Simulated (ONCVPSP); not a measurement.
# titanium: excitation energies, all-electron against ONCV

| Property | Result |
| --- | --- |
| Element | titanium (Ti) |
| Generator | ONCVPSP 4.0.1 |
| Type | optimised norm-conserving Vanderbilt (ONCV) |
| Functional | PBE |
| Relativity | scalar-relativistic |
| Frozen core | [Ne] |
| Valence charge | 12 |
| Reference configuration | 3s2 3p6 3d2 4s2 |
| Partial waves | 3s+4s: rc 1.75 bohr, ncon 4, nbas 7, qcut 8 1/bohr, 2 projectors; 3p: rc 1.00 bohr, ncon 5, nbas 8, qcut 7.7 1/bohr, 2 projectors, debl 2.1 Ha; 3d: rc 2.55 bohr, ncon 4, nbas 9, qcut 6.9 1/bohr, 2 projectors, debl 3.4 Ha |
| Local potential | polynomial inside 0.90 bohr (lpopt 5, dvloc0 2 Ha) |
| Core correction | Teter function, fcfact 4.25, rcfact 1.15 |

Energies are relative to the spin-unpolarised reference configuration 3s2 3p6 3d2 4s2; without spin polarisation the order of configurations can differ from experiment.

(1) Give the all-electron excitation energy and the error of the potential for: 3s2 3p6 3d2 4s1; 3s2 3p6 3d2 4s0; 3s2 3p6 3d1 4s0; 3s2 3p6 3d2 4s1 4p1.

Levels in the configuration 3s2 3p6 3d1 4s0:

| level | all-electron (eV) | pseudo (eV) |
| --- | --- | --- |
| 3s | -95.044 | -94.601 |
| 3p | -70.922 | -70.501 |
| 3d | -34.691 | -33.989 |

## Answers

(1)

```json
{"valence configuration": "3s2 3p6 3d2 4s1", "charge": "+1", "ΔE all-electron (eV)": "7.347", "error AE − PS (meV)": "-0.4"}
{"valence configuration": "3s2 3p6 3d2 4s0", "charge": "+2", "ΔE all-electron (eV)": "20.919", "error AE − PS (meV)": "-9.6"}
{"valence configuration": "3s2 3p6 3d1 4s0", "charge": "+3", "ΔE all-electron (eV)": "47.867", "error AE − PS (meV)": "+226"}
{"valence configuration": "3s2 3p6 3d2 4s1 4p1", "charge": "0", "ΔE all-electron (eV)": "3.076", "error AE − PS (meV)": "-0.6"}
```
